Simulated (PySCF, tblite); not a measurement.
Isomers of C5H14O2Si2, one GFN2-xTB conformer each. Single-point energies are computed at PBE0/pcSseg-1 (PySCF, gas phase, no added dispersion term), electronic only.

Question: Rank them by PBE0/pcSseg-1 energy, lowest first (kcal/mol).
A. `[CH3:1][CH2:2][O:3][Si@@H:4]1[CH2:5][CH2:6][Si@@H:7]([OH:8])[CH2:9]1` with C1–C2–O3–Si4 -174°, C2–O3–Si4–C5 179°, C6–Si7–O8–H -62°, O3–Si4–C5–C6 -154°, Si4–C5–C6–Si7 42°, C5–C6–Si7–O8 -146°, C6–Si7–C9–Si4 8°
B. `[CH3:1][SiH2:2][O:3][C@@H:4]1[CH2:5][CH2:6][Si@H:7]([OH:8])[CH2:9]1` with C1–Si2–O3–C4 177°, Si2–O3–C4–C5 -86°, C6–Si7–O8–H -57°, O3–C4–C5–C6 -62°, C4–C5–C6–Si7 -27°, C5–C6–Si7–O8 116°, C6–Si7–C9–C4 29°

Answer: A (0.0), B (6.6).

GFN2-xTB itself gives, in the same order: 14.5, 0.0. GFN2-xTB puts C[SiH2]O[C@@H]1CC[Si@H](O)C1 lowest instead.

Question: Which frontier levels, dipoles and rotational constants go with these structures?

Answer: 
| SMILES | HOMO (eV, PBE0/pcSseg-1) | LUMO (eV) | dipole (D) | A, B, C (MHz) |
| --- | --- | --- | --- | --- |
| CCO[Si@@H]1CC[Si@@H](O)C1 | -7.62 | 0.72 | 0.40 | 2711, 548.7, 498.1 |
| C[SiH2]O[C@@H]1CC[Si@H](O)C1 | -7.60 | 0.66 | 2.03 | 1744, 839.9, 698.8 |

Question: What happens when harmonic zero-point energies from GFN2-xTB frequencies are added?

Answer: 
```json
{"SMILES": "CCO[Si@@H]1CC[Si@@H](O)C1", "ZPE (kcal/mol)": "114.4", "electronic (kcal/mol)": "0.0", "with ZPE (kcal/mol)": "0.0"}
{"SMILES": "C[SiH2]O[C@@H]1CC[Si@H](O)C1", "ZPE (kcal/mol)": "113.4", "electronic (kcal/mol)": "6.6", "with ZPE (kcal/mol)": "5.5"}
```

The zero-point energies span 1.0 kcal/mol. The order is unchanged.
